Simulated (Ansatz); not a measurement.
Program: Ansatz. Geometries: PBE0-D4/def2-TZVP. ΔE: electronic, gas phase. CCSD(T)/CBS is the MP2 limit (def2-TZVPP, def2-QZVPP) plus CCSD(T) − MP2 in def2-TZVPP, frozen cores. This one scheme is used for every species. Functionals use def2-TZVPP. HSE06 is defined as in plane-wave codes. Triplets are unrestricted, without spin–orbit coupling. Elements past krypton have def2 core potentials. For Sn outer-core shells are correlated without core-valence functions, which leaves a few kJ/mol of doubt a bond. One conformer a species, not always the lowest.

`C[CH2][Sn][OH]` → `[CH2]` (triplet) + `[CH3][Sn][OH]`  (formal loss of a carbene)

```tsv
species	HSE06 energy (Eh)
`C[CH2][Sn][OH]`	-369.24422
`[CH2]` (triplet)	-39.11337
`[CH3][Sn][OH]`	-329.97256
```

Q: Work out ΔE.

A: ΔE = (-39.11337) + (-329.97256) − (-369.24422) = 0.15829 Eh = +415.6 kJ/mol. CCSD(T)/CBS gives +424.0 kJ/mol.

Largest T1 diagnostic among the species: 0.016.

From r2SCAN to r2SCAN0 (25 % exact exchange), in def2-TZVPP and without D4, ΔE moves by −4.5 kJ/mol. In def2-TZVPP, CCSD(T) changes the Hartree–Fock value by +142.2 kJ/mol (the triples alone add +12.1 kJ/mol) and MP2 by +155.2 kJ/mol.
